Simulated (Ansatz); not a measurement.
Molecule: C2H7O2Si, charge 0, multiplicity 2. It need not be the lowest isomer of its formula. 
Geometry from a B3LYP-D3(BJ)/def2-TZVP (Ansatz, a quantum-chemistry and plane-wave program) optimisation:
```xyz
12

Si    -0.1683     0.8666     0.2755
O     -1.2624    -0.0156    -0.6056
C     -1.8627    -1.1641    -0.2044
O      1.1771     0.0107     0.6301
C      2.0585    -0.5446    -0.3382
H     -0.7444     1.2365     1.5811
H      0.1293     2.0173    -0.5985
H     -2.6312    -1.5420    -0.8608
H     -1.7834    -1.4709     0.8308
H      1.5915    -1.3920    -0.8454
H      2.3491     0.2000    -1.0855
H      2.9526    -0.8894     0.1797
```
Charge 0, spin multiplicity 2.

Total electronic energies in hartree. Cores are frozen in the correlated levels unless marked. Open shells are spin-unrestricted. No spin-orbit coupling. Non-relativistic. Basis-set limits of correlation are two-point, X^-3; Hartree-Fock from the larger set. [CCSD(T)-MP2]/basis is that difference in the basis named.

```json
[
 {"level": "RI-HF/cc-pV(T+d)Z", "program": "Ansatz", "energy (Eh)": "-518.60356"},
 {"level": "RI-HF/cc-pV(Q+d)Z", "program": "Ansatz", "energy (Eh)": "-518.62575"},
 {"level": "PBE-D3(BJ)/def2-TZVPD", "program": "Ansatz + dftd3", "energy (Eh)": "-520.05508"},
 {"level": "r2SCAN/def2-TZVPD", "program": "Ansatz", "energy (Eh)": "-520.32659"},
 {"level": "r2SCAN-D3(BJ)/def2-TZVPD", "program": "Ansatz + dftd3", "energy (Eh)": "-520.32898"},
 {"level": "B97M-V/def2-TZVPD", "program": "Ansatz", "energy (Eh)": "-520.35070"},
 {"level": "B3LYP-D3(BJ)/def2-TZVPD", "program": "Ansatz + dftd3", "energy (Eh)": "-520.51923"},
 {"level": "B3LYP-D4/def2-TZVPD", "program": "Ansatz + dftd4", "energy (Eh)": "-520.51821"},
 {"level": "B3LYP/def2-TZVPD", "program": "Ansatz", "energy (Eh)": "-520.50497"},
 {"level": "PBE0/STO-3G", "program": "Ansatz", "energy (Eh)": "-513.57230"},
 {"level": "r2SCANh-D4/def2-TZVPD", "program": "Ansatz + dftd4", "energy (Eh)": "-520.31543"},
 {"level": "r2SCANh/def2-TZVPD", "program": "Ansatz", "energy (Eh)": "-520.31318"},
 {"level": "LC-wPBE/def2-TZVPD", "program": "Ansatz", "energy (Eh)": "-520.24793"},
 {"level": "MP2/6-31G*", "program": "Ansatz", "energy (Eh)": "-519.13548"},
 {"level": "MP2/cc-pV(T+d)Z", "program": "Ansatz", "energy (Eh)": "-519.51646"},
 {"level": "MP2/cc-pVTZ", "program": "Ansatz", "energy (Eh)": "-519.50993"},
 {"level": "MP2/cc-pV(Q+d)Z", "program": "Ansatz", "energy (Eh)": "-519.60654"},
 {"level": "RI-MP2/cc-pV(Q+d)Z", "program": "Ansatz", "energy (Eh)": "-519.60610"},
 {"level": "SCS-MP2/cc-pVTZ", "program": "Ansatz", "energy (Eh)": "-519.50802"},
 {"level": "CCSD(T)/6-31G*", "program": "Ansatz", "energy (Eh)": "-519.19948"},
 {"level": "CCSD(T)/cc-pVTZ", "program": "Ansatz", "energy (Eh)": "-519.58798"},
 {"level": "RI-MP2/CBS(cc-pV(T+d)Z,cc-pV(Q+d)Z)+[CCSD(T)-MP2]/cc-pV(Q+d)Z", "program": "Ansatz", "energy (Eh)": "-519.7287"},
 {"level": "CCSD(T)/CBS(cc-pV(T+d)Z,cc-pV(Q+d)Z)", "program": "Ansatz", "energy (Eh)": "-519.7255"}
]
```

Totals of different functionals don't rank their quality; only differences between species are comparable.
